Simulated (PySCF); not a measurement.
**How methods differ on the ionisation energy of Yb**

Yb [Xe] 4f14 6s2 → Yb⁺ [Xe] 4f14 6s1 [6s1/2^1, M_J = 1/2], as a difference of total energies. Computed with PySCF 2.14 in x2c-TZVPPall-2c (11s11p10d4f2g, 140 functions), with the two-component X2C-1e Hamiltonian. Correlated levels: [Ar] 3d10 frozen; the 18 highest virtual spinors dropped. "Screened" scales the spin-orbit matrix elements by Boettger's factors to mimic the two-electron term; Breit and QED terms are absent.

```tsv
method	ionisation energy (eV)	error (eV)
GHF (spin-free)	5.130	-1.124
GMP2 (spin-free)	6.152	-0.102
GHF (screened spin-orbit)	5.133	-1.121
GMP2 (screened spin-orbit)	6.156	-0.098
```

Reference: 6.254 eV (measured; NIST Atomic Spectra Database, ionization energies).
